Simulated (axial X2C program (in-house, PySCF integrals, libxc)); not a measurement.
Low determinants of S

Calculated with an in-house all-electron X2C program for linear molecules (integrals from PySCF), basis dyall-v3z (cores contracted in-house), spin-free (one-electron X2C) and two-component (2c, atomic mean-field Coulomb and Gaunt terms). Energies in eV from the lowest row of each column (rows without correlated energies are left out; n/a marks j-coupled starts, which PBE0 does not hold); electrons by l are Mulliken totals of the Hartree–Fock solution, and PBE0 can relax to another configuration under the same block occupation. Coupled cluster uses truncated natural virtuals with an MP2 remainder. Frozen shells in the correlated columns: 2 s, 1 p.

Spin-free determinants:

```
electrons by l  M_S, M_L    HF   MP2  PBE0
        s6 p10      1, 1  0.13  0.00  0.10
        s6 p10      1, 0  0.00  0.01  0.00
        s6 p10      0, 1  0.60  0.65  0.48
        s6 p10      0, 0  1.62  1.16  1.26
        s6 p10      0, 2  1.62  1.27  1.26
```

Two-component determinants:

| electrons by l | 2M_J | HF | MP2 | PBE0 |
| --- | --- | --- | --- | --- |
| s6 p10 | 4 | 0.11 | 0.00 | 0.08 |
| s6 p10 | 2 | 0.00 | 0.04 | 0.00 |
| s6 p10 | 2 | 0.63 | 0.70 | 0.51 |
| s6 p10 | 0 | 1.37 | 0.94 | 1.01 |
| s6 p10 | 0 | 1.58 | 1.14 | 1.21 |
| s6 p10 | 0 | 1.68 | 1.24 | 1.32 |

Ground level as tabulated from the NIST Atomic Spectra Database (leading term): 2S+1 = 3, L = 1, J = 2.

Spin-free rows of one term, and 2c rows of one J level, should be degenerate; broken spherical symmetry, the missing current term of PBE0 and determinants that mix terms or J levels spread them. The search is wide but not exhaustive and can miss a configuration; gaps between s and d configurations can be off by some tenths of an eV with this basis and core.

The run took 4.8 s on 1 thread of Arm Neoverse V2 (shared host).
